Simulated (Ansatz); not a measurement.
Total energies of CH$_{5}$ClGeSe, SMILES `C[Se][GeH2][Cl]`.

```xyz
9

C     1.566    0.324   -0.283
Se   -0.047    0.818   -1.274
Ge   -1.559   -0.120    0.222
Cl   -1.255   -2.260    0.338
H     1.623   -0.758   -0.186
H     1.574    0.803    0.694
H     2.406    0.684   -0.874
H    -2.982    0.122   -0.290
H    -1.326    0.386    1.653
```

Total charge 0; spin multiplicity 1. Correlated methods include outer-core shells of Ge, Se, which these sets cover unevenly. Scalar relativity is left out up to krypton. Geometry: relaxed with PBE0-D4/def2-TZVP. It is one conformer, not always the lowest. Basis def2-TZVPP, Ansatz.

RPA on PBE orbitals: Hartree–Fock energy of these orbitals -4975.51894 Eh, correlation -1.43382 Eh (frozen core).

```json
{"functional": "LDA (SPW92)", "kind": "LDA", "energy without D4 (Eh)": "-4971.50019", "D4 term (kJ/mol)": "–"}
{"functional": "PBE", "kind": "GGA", "energy without D4 (Eh)": "-4979.04109", "D4 term (kJ/mol)": "-23.3"}
{"functional": "revPBE", "kind": "GGA", "energy without D4 (Eh)": "-4979.50926", "D4 term (kJ/mol)": "-60.0"}
{"functional": "BLYP", "kind": "GGA", "energy without D4 (Eh)": "-4980.02255", "D4 term (kJ/mol)": "-49.8"}
{"functional": "r2SCAN", "kind": "meta-GGA", "energy without D4 (Eh)": "-4979.89226", "D4 term (kJ/mol)": "-5.4"}
{"functional": "B97M-V", "kind": "meta-GGA with VV10", "energy without D4 (Eh)": "-4979.02486", "D4 term (kJ/mol)": "–"}
{"functional": "PBE0", "kind": "global hybrid, 25 % exact exchange", "energy without D4 (Eh)": "-4979.22030", "D4 term (kJ/mol)": "-20.0"}
{"functional": "B3LYP", "kind": "global hybrid, 20 %", "energy without D4 (Eh)": "-4980.06722", "D4 term (kJ/mol)": "-38.1"}
{"functional": "r2SCANh", "kind": "meta-GGA hybrid, 10 %", "energy without D4 (Eh)": "-4979.87880", "D4 term (kJ/mol)": "-5.9"}
{"functional": "r2SCAN0", "kind": "meta-GGA hybrid, 25 %", "energy without D4 (Eh)": "-4979.86026", "D4 term (kJ/mol)": "-6.6"}
{"functional": "HSE06 (plane-wave form)", "kind": "screened hybrid", "energy without D4 (Eh)": "-4979.21355", "D4 term (kJ/mol)": "-18.9"}
{"functional": "BHLYP", "kind": "global hybrid, 50 %", "energy without D4 (Eh)": "-4979.90621", "D4 term (kJ/mol)": "-33.1"}
{"functional": "CAM-B3LYP", "kind": "range-separated hybrid", "energy without D4 (Eh)": "-4980.19745", "D4 term (kJ/mol)": "-20.8"}
{"functional": "LC-ωPBE", "kind": "long-range corrected hybrid", "energy without D4 (Eh)": "-4979.21627", "D4 term (kJ/mol)": "–"}
{"functional": "ωB97X-V", "kind": "range-separated hybrid GGA with VV10", "energy without D4 (Eh)": "-4979.47750", "D4 term (kJ/mol)": "–"}
{"functional": "ωB97M-V", "kind": "range-separated hybrid meta-GGA with VV10", "energy without D4 (Eh)": "-4979.66208", "D4 term (kJ/mol)": "–"}
{"functional": "B2PLYP", "kind": "double hybrid", "energy without D4 (Eh)": "-4979.04893", "D4 term (kJ/mol)": "–"}
{"functional": "PBE-QIDH", "kind": "double hybrid", "energy without D4 (Eh)": "-4978.49001", "D4 term (kJ/mol)": "–"}
```

B3LYP takes the VWN-RPA correlation (the form of Gaussian; ORCA's B3LYP/G). HSE06 is the plane-wave form, built on full-range PBE exchange. The double hybrids freeze the cores in their second-order part.

LC-ωPBE has ω = 0.4 bohr⁻¹.
